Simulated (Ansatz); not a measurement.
Start from `BrC[SiH]1C=N1` and change one atom or group to get `C[SiH]1C=N1`.

Ansatz, PBE0-D4/def2-TZVP geometries, multiplicity 1. Each molecule was computed in one conformer, which needn't be the lowest.

Scalar relativity is left out up to krypton.

| property | `BrC[SiH]1C=N1` |
| --- | --- |
| LUMO energy (ωB97M-V/def2-TZVPP) / eV | 1.14 |
| HOMO–LUMO gap (PBE0/def2-TZVPP) / eV | 5.76 |
| size of the dipole moment (B3LYP/def2-TZVPP) / D | 0.65 |
| HOMO–LUMO gap (ωB97M-V/def2-TZVPP) / eV | 10.07 |
| LUMO energy (B3LYP/def2-TZVPP) / eV | -1.23 |
| HOMO–LUMO gap (B3LYP/def2-TZVPP) / eV | 5.31 |

Question: What does the change do to each property? (An estimate is asked.)

Answer: Ansatz gave: 
| property | `C[SiH]1C=N1` | shift |
| --- | --- | --- |
| LUMO energy (ωB97M-V/def2-TZVPP) / eV | 1.63 | 0.49 |
| HOMO–LUMO gap (PBE0/def2-TZVPP) / eV | 5.81 | 0.05 |
| size of the dipole moment (B3LYP/def2-TZVPP) / D | 2.36 | 1.71 |
| HOMO–LUMO gap (ωB97M-V/def2-TZVPP) / eV | 10.25 | 0.18 |
| LUMO energy (B3LYP/def2-TZVPP) / eV | -0.87 | 0.36 |
| HOMO–LUMO gap (B3LYP/def2-TZVPP) / eV | 5.35 | 0.04 |

With PBE0 the HOMO rises by 0.32 eV and the LUMO rises by 0.37 eV, so the gap widens by about 0.05 eV. PBE moves the HOMO by 0.31 eV and ωB97M-V by 0.31 eV. Dipoles are sizes alone; their direction can turn.

B3LYP here is the variant with VWN-RPA as its local correlation; programs differ in this.

Spin–orbit coupling is left out; it splits and shifts lone-pair levels of the heavy atoms by tenths of an eV.
